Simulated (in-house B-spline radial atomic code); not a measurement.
The technetium ion Tc⁺ is squeezed into an impenetrable sphere of radius R (the orbitals vanish at R). Method: Dirac-Kohn-Sham LDA VWN5, spherical fractional occupations, Fermi nucleus of rms radius 4.41117 fm. Calculated with an all-electron radial atomic-structure program (B-spline basis).

Energies in eV above the free ion in [Kr] 4d5 5s1:

```
R (bohr)  highest level (eV)  [Kr] 4d5 5s1  [Ar] 3d10 4s2 4p5 4d5 5s1 5f1  [Kr] 4d5 5d1
     7.8               -11.7       0.02613                          66.53         11.03
    6.81               -11.5        0.1172                          70.21         12.28
    4.95               -9.65         1.805                          84.87         19.61
    4.49               -8.08         3.562                          92.41         24.21
    3.38                3.51         20.02                          134.1         52.89
    3.19                 8.1         27.57                            149         63.67
    2.78                24.4         57.45                          200.5         102.1
    2.07                 105         252.7                            470         317.2
    1.65                 251         720.5                           1031         795.1
    1.45                 391          1257                           1638          1331
```

(1) Does [Ar] 3d10 4s2 4p5 4d5 5s1 5f1 fall below [Kr] 4d5 5s1 under compression?

(2) Does [Kr] 4d5 5d1 fall below [Kr] 4d5 5s1 under compression?

The highest level is first positive in the row R = 3.38 bohr, pushed up by confinement above the zero of the free ion's potential. Each configuration is held fixed and needn't be the lowest in the sphere.

## Answers

(1) No, it stays above over the whole range.

(2) No, it stays above over the whole range.
